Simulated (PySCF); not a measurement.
Compound: 1-benzyl-1,2,3-triazole, C₉H₉N₃.
Numbering: `[cH:1]1[cH:2][cH:3][c:4]([CH2:5][n:6]2[cH:7][cH:8][n:9][n:10]2)[cH:11][cH:12]1`

Definitions: NICS(0) = −σiso at the ring centroid; NICS(1) = −σiso and NICS(1)zz = −σzz at ±1 Å along the ring normal z. Level: GIAO PBE0/pcSseg-1 (PySCF, non-relativistic, gas phase) on the GFN2-xTB geometry, one conformer.

Rings: 1. C1–C2–C3–C4–C11–C12; 2. N6–C7–C8–N9–N10.

```tsv
set	NICS(0)	NICS(1), two faces	NICS(1)zz, two faces
P	-8.7	-11.6 / -11.4	-28.9 / -29.1
Q	-13.4	-13.3 / -13.2	-33.8 / -34.4
```

Task: Which set (ppm) belongs to which ring?

Result: P = 1, Q = 2.
- 1 (6-membered carbocycle; formal bonds all aromatic): mean NICS(1)zz -29.0 ppm, shielded. The ring is flat and has no four-coordinate atom; by the NICS criterion it is aromatic.
- 2 (5-membered ring with 3 N; formal bonds all aromatic): mean NICS(1)zz -34.1 ppm, shielded. For a flat ring without four-coordinate atoms the NICS criterion counts such a value as aromatic.

Task: How do the rings differ in shape?

Result: 
| ring | bond lengths (Å) | rms pucker (Å) | HOMA | nearest outside atom to a NICS(1) probe (Å) |
| --- | --- | --- | --- | --- |
| 1 | 1.385, 1.383, 1.390, 1.387, 1.385, 1.384 | 0.00 | 1.00 | hydrogen 2.66 |
| 2 | 1.352, 1.375, 1.346, 1.279, 1.326 | 0.00 | 0.95 | hydrogen 2.42 |

HOMA = 1 − mean of α(R − Ropt)² over the ring bonds, with Krygowski's 1993 parameters (CC: Ropt 1.388 Å, α 257.7 Å⁻²; CN: Ropt 1.334 Å, α 93.52 Å⁻²; NN: Ropt 1.309 Å, α 130.33 Å⁻²).

Conformer computed: `[cH:1]1[cH:2][cH:3][c:4]([CH2:5][n:6]2[cH:7][cH:8][n:9][n:10]2)[cH:11][cH:12]1`: C3–C4–C5–N6 65°, C4–C5–N6–C7 69°.
